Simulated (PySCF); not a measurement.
C₃H₃N₂, SMILES [c]1cnc[nH]1, multiplicity 2.

Geometry optimised at B3LYP-D3(BJ)/def2-SVP. The isomer is the one that the SMILES or the coordinates give; other isomers of the formula were not compared.

The numbers are results of ωB97X/def2-TZVP in PySCF, not measurements.

Isolated molecule, no solvent.

* **total energy**: -225.53926 hartree
* **point group**: Cs
* **α spin, highest occupied and lowest empty level**: -9.28 and 2.63 eV
* **β spin, highest occupied and lowest empty level**: -8.96 and -1.28 eV
* **dipole moment**: 3.31 D
* **quadrupole, principal values (traceless, Buckingham form, about the centre of nuclear charge)**: -5.12, -4.24, 9.36 D·Å
* **mean static polarisability**: 44.5 bohr³ (6.60 Å³)
* **polarisability, principal values**: 30.7, 50.0, 52.9 bohr³
* **⟨S²⟩**: 0.763 (pure state 0.75)
